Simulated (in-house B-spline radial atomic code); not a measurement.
Settings and results of a run for Er⁷⁺ (an excited or competing configuration). Level of theory: Dirac-Hartree-Fock, average of configuration, Fermi nucleus of rms radius 5.2516 fm; calculated with a B-spline radial code for spherical atoms.

Command:
```bash
python run_scf.py task.json out
```
Settings (nuclear radius in fm, mass in u):
```
Z                68
configuration    [Kr] 4d10 4f10 5s2 5p2 8d1
hamiltonian      dirac
method           hf
spin_polarised   False
nucleus          fermi
rms_radius       5.2516
atomic_mass      165.9303
speed_of_light   137.035999084
```

Output (hartree, bohr):
```
 radial grid: 73 intervals, B-splines of order 8, outer radius 39.4805 bohr

 iter        energy (Eh)    residual
    1      -13016.544165    1.14e+00
    2      -13048.147072    1.41e+00
    3      -13073.636113    3.31e-01
    4      -13075.081923    1.14e-01
    5      -13075.165792    2.75e-02
    6      -13075.174318    1.74e-02
    7      -13075.178678    7.80e-04
    8      -13075.178684    2.35e-04
    9      -13075.178685    1.32e-05
   10      -13075.178685    5.49e-07

 total energy                    -13075.17868
 kinetic                           14427.8438
 electron-nucleus                 -32080.1608
 electron-electron                  4577.1383

 first-order corrections (not in the total)
   Gaunt                            14.2932
   retardation                      -1.5078
   frequency dependence             -0.2155
   self-energy                      10.1683
   Uehling                          -1.7430
   Wichmann-Kroll                    0.0607
   recoil                            0.0274

 orbital      occ     eigenvalue          <r>       <r^2>       <1/r>       r_max    small
 1s1/2      2.000     -2129.9980    0.0203676 0.000567809     77.5403     0.01286  6.48e-02
 2s1/2      2.000      -366.3457    0.0858234  0.00876373     18.6665     0.07335  1.45e-02
 2p1/2      2.000      -348.3334    0.0715535   0.0063448     18.5965     0.05519  1.45e-02
 2p3/2      4.000      -314.5554    0.0787882  0.00755839     16.1435     0.06138  1.33e-02
 3s1/2      2.000       -87.7424     0.224203   0.0575963     6.84836       0.207  4.69e-03
 3p1/2      2.000       -79.8460     0.214335   0.0534794     6.74976      0.1949  4.62e-03
 3p3/2      4.000       -72.6240     0.227799   0.0602135     6.12738      0.2077  4.29e-03
 3d3/2      4.000       -59.3215     0.201132   0.0475667     5.99547      0.1643  4.15e-03
 3d5/2      6.000       -57.7617     0.205325   0.0494386     5.84305      0.1679  4.05e-03
 4s1/2      2.000       -22.0157     0.507297    0.290328     2.84381       0.474  1.48e-03
 4p1/2      2.000       -18.7909     0.517409    0.304483     2.73026      0.4771  1.40e-03
 4p3/2      4.000       -17.1425     0.546377    0.339285     2.52921      0.5035  1.29e-03
 4d3/2      4.000       -11.8203     0.572389    0.379041      2.3144      0.5067  1.11e-03
 4d5/2      6.000       -11.5141     0.582943    0.392924     2.26224      0.5156  1.08e-03
 4f5/2      4.286        -5.1170     0.678137    0.561205     1.83405      0.4994  7.45e-04
 4f7/2      5.714        -5.0702     0.685239    0.572856     1.81437      0.5044  7.32e-04
 5s1/2      2.000        -6.2244      1.16076     1.50084     1.14911       1.075  3.56e-04
 5p1/2      0.667        -5.3056      1.24461     1.73007     1.06188       1.145  3.14e-04
 5p3/2      1.333        -5.0216      1.30606     1.90247     0.99987       1.205  2.89e-04
 8d3/2      0.400        -0.8057      7.13294     56.8816    0.195069       7.805  3.06e-05
 8d5/2      0.600        -0.8016       7.1711     57.4899    0.193923        7.85  3.04e-05
```

Run time, properties included: 2.5 s on 1 thread of Arm Neoverse N1, with other jobs on the host.

For the Dirac Hamiltonian the kinetic term is c α·p + (β - 1)c².
